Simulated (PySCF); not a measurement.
Input of a response calculation (the driver script's job line, then coordinates in Å):

```
{"job": {"kind": "uv", "xc": "PBE0", "basis": "def2-SVPD", "ip": true}, "charge": 0, "multiplicity": 1}
C      4.605538     0.903096     0.244697
C      3.260094     0.354259     0.303909
C      2.137460    -0.109041     0.364188
C      0.805239    -0.636677     0.387298
C      0.329701    -1.509049    -0.826313
Si    -0.561245     0.093018    -0.683008
N     -2.226466     0.145799    -0.245663
C     -2.823892     1.378040     0.206770
C     -3.029615    -1.026719    -0.013552
H      4.794890     1.585716     1.088724
H      4.763187     1.476449    -0.683125
H      5.372134     0.112040     0.279326
H      0.491369    -1.035547     1.361800
H     -0.153215    -2.454882    -0.554730
H      1.074356    -1.640132    -1.618977
H     -0.172731     1.248227    -1.526729
H     -2.196706     2.240448    -0.067768
H     -3.815782     1.529222    -0.258148
H     -2.963895     1.405585     1.305788
H     -4.019737    -0.924735    -0.496428
H     -2.546200    -1.918899    -0.435641
H     -3.207930    -1.214509     1.064077
```

Level of theory: TDDFT PBE0/def2-SVPD, vertical, gas phase, core orbitals frozen in the response (PySCF 2.14.0, density-fitted response routines). Job line and output are in the format of a driver script around the code.

**Question.** Give the output.

**Answer.** 
```
coarse grid: 18352 points
cycle   1  E = -617.7529058131  dE =  9.510e-01  |g| = 4.666e-01  |ddm| = 1.051e+01
cycle   2  E = -617.7397270770  dE =  1.318e-02  |g| = 5.206e-01  |ddm| = 2.954e+00
cycle   3  E = -617.8143505423  dE = -7.462e-02  |g| = 8.892e-02  |ddm| = 1.440e+00
cycle   4  E = -617.8153299136  dE = -9.794e-04  |g| = 6.379e-02  |ddm| = 2.488e-01
cycle   5  E = -617.8163164838  dE = -9.866e-04  |g| = 1.565e-02  |ddm| = 1.252e-01
cycle   6  E = -617.8163725762  dE = -5.609e-05  |g| = 4.053e-03  |ddm| = 3.461e-02
cycle   7  E = -617.8163762159  dE = -3.640e-06  |g| = 1.113e-03  |ddm| = 1.574e-02
final grid: 171216 points
cycle   8  E = -617.8977891668  dE = -4.061e-05  |g| = 8.872e-03  |ddm| = 2.044e-01
cycle   9  E = -617.8977806677  dE =  8.499e-06  |g| = 1.054e-02  |ddm| = 3.678e-02
cycle  10  E = -617.8978102669  dE = -2.960e-05  |g| = 1.349e-03  |ddm| = 1.866e-02
cycle  11  E = -617.8978107071  dE = -4.402e-07  |g| = 4.605e-04  |ddm| = 2.885e-03
cycle  12  E = -617.8978107561  dE = -4.899e-08  |g| = 1.423e-04  |ddm| = 1.115e-03
cycle  13  E = -617.8978107610  dE = -4.925e-09  |g| = 2.879e-05  |ddm| = 3.626e-04
cycle  14  E = -617.8978107612  dE = -2.044e-10  |g| = 7.668e-06  |ddm| = 9.603e-05
converged SCF energy = -617.8978107612

Static polarisability (au): isotropic 125.079, principal 92.905 107.407 174.926

Singlet excitations
state   eV       nm        f      main configurations
  1   5.1506    240.7   0.08036   H->L 0.59, H->L+1 0.27
  2   5.2498    236.2   0.03275   H->L+1 0.60, H->L 0.31
  3   5.6116    220.9   0.05744   H->L+2 0.64, H->L+3 0.13, H->L+4 0.11
  4   5.7103    217.1   0.05689   H->L+3 0.62, H->L+2 0.15
  5   5.8405    212.3   0.01988   H->L+4 0.74, H->L+2 0.13
  6   6.0120    206.2   0.00823   H-1->L 0.31, H->L+5 0.20
  7   6.1379    202.0   0.00049   H-1->L 0.41, H->L+5 0.24, H->L+7 0.10
  8   6.3017    196.7   0.00065   H-2->L 0.34, H->L+6 0.18, H-1->L+1 0.10
  9   6.4533    192.1   0.02023   H->L+7 0.28, H->L+6 0.21, H->L+5 0.14
 10   6.4884    191.1   0.02213   H-2->L 0.48, H->L+6 0.26

Triplet excitations (Tamm-Dancoff, eV): 4.4501 5.0049 5.1869 5.3046
Vertical ionisation energy (delta-SCF) = 7.2764 eV
```

Isolated species at its PBE0-D3(BJ)/def2-SVP geometry (one conformer only).

The SCF starts on a coarse grid; the energy jumps when the final grid takes over, and dE counts afresh there. H and L stand for HOMO and LUMO.

The vertical ionisation energy (ΔSCF) is 7.28 eV, 0.79 eV above S10.

The run took 11 min wall (with the writing of density and orbital grids) on an Arm Neoverse N1 with one thread, no GPU, shared host, and the process peaked at 1.3 GiB of memory.

The values belong to the conformer `[CH3:1][C:2]#[C:3][C@@H:4]1[CH2:5][Si@H:6]1[N:7]([CH3:8])[CH3:9]`: C5–Si6–N7–C8 164°.
